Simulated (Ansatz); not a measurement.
Basis-set series for CH$_{6}$BClGe, SMILES `ClC[BH][GeH3]`. Charge 0, multiplicity 1. The geometry is a stationary point of PBE0-D4/def2-TZVP. It is one conformer, not always the lowest.

```json
{"functional": "PBE0-D4", "basis": "def2-SVP", "functions": "108", "energy (Eh)": "-2602.78768", "HOMO (eV)": "-7.90", "LUMO (eV)": "-0.72"}
{"functional": "PBE0-D4", "basis": "def2-TZVPP", "functions": "236", "energy (Eh)": "-2603.28084", "HOMO (eV)": "-7.94", "LUMO (eV)": "-0.94"}
{"functional": "ωB97M-V", "basis": "def2-SVP", "functions": "108", "energy (Eh)": "-2603.09195", "HOMO (eV)": "-10.02", "LUMO (eV)": "1.35"}
{"functional": "ωB97M-V", "basis": "def2-TZVPP", "functions": "236", "energy (Eh)": "-2603.58764", "HOMO (eV)": "-10.09", "LUMO (eV)": "0.96"}
```

(1) Give the rows for def2-QZVPP. (Estimate.)

Answers

(1) Computed: 
| functional | basis | functions | energy (Eh) | HOMO (eV) | LUMO (eV) |
| --- | --- | --- | --- | --- | --- |
| PBE0-D4 | def2-QZVPP | 453 | -2603.34304 | -7.96 | -1.02 |
| ωB97M-V | def2-QZVPP | 453 | -2603.64808 | -10.11 | 0.77 |

Positive LUMOs are unbound and depend on the basis. Scalar relativity is left out up to krypton.
